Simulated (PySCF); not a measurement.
SMILES c1cc(-c2nccs2)ccn1 (C8H6N2S) (GFN2-xTB optimised geometry):

```
17

C      0.473    -2.939    -0.001
C     -0.345    -1.824     0.000
C      0.253    -0.561     0.000
C     -0.569     0.627     0.000
N     -1.860     0.627     0.000
C     -2.376     1.869     0.000
C     -1.461     2.878     0.000
S      0.131     2.245     0.000
C      1.647    -0.497     0.000
C      2.361    -1.682     0.000
N      1.795    -2.877    -0.001
H      0.054    -3.936    -0.001
H     -1.420    -1.905     0.000
H     -3.443     1.992     0.000
H     -1.628     3.936     0.001
H      2.154     0.457     0.000
H      3.443    -1.678     0.000
```

Method: PySCF with PBE/def2-SVP.

Q: What are the frontier orbital energies and the dipole moment?

A: HOMO-2 -6.59 eV, HOMO-1 -6.01 eV, HOMO -5.64 eV, LUMO -2.66 eV, LUMO+1 -1.40 eV; dipole moment 2.99 D.

Meta-Löwdin charges at PBE/def2-SVP: C1 0.01, C2 -0.12, C3 0.02, C4 0.01, N5 -0.23, C6 -0.04, C7 -0.25, S8 0.24, C9 -0.13, C10 0.01, N11 -0.23, H12 0.11, H13 0.13, H14 0.12, H15 0.14, H16 0.11, H17 0.11.
